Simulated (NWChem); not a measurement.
System: SiNH₂ClF₂; SMILES N[Si](F)(F)Cl

The following NWChem deck was run.

```
start job
memory heap 200 mb stack 900 mb global 1100 mb
geometry units angstroms noautoz
  N      1.460483    -1.155169    -0.046500
  Si    -0.015208    -0.342165    -0.001140
  F     -0.881149    -0.754878    -1.285812
  F     -0.797345    -0.768680     1.331868
  Cl     0.054133     1.699732     0.002516
  H      2.003730    -1.222732    -0.898402
  H      2.024414    -1.269910     0.786790
end
basis spherical
  * library 6-31+g*
end
dft
  xc b3lyp
  iterations 150
end
tddft
  nroots 8
  notriplet
end
task tddft energy
```

Geometry: optimised at PBE0/def2-SVP.

Vertical excitations in the gas phase.

### Question
Give the results of this calculation. (B3LYP/6-31+G* (spherical d), full TDDFT.) Quantities: lowest excitation, singlet (eV); oscillator strength of that lowest state; lowest state with f > 0.02, singlet (eV); oscillator strength of that bright state; orbital gap (eV).

### Answer
```
Quantity                                  Value
----------------------------------------  -----
lowest excitation, singlet (eV)            6.50
oscillator strength of that lowest state  0.057
lowest state with f > 0.02, singlet (eV)   6.50
oscillator strength of that bright state  0.057
orbital gap (eV)                           7.52
```
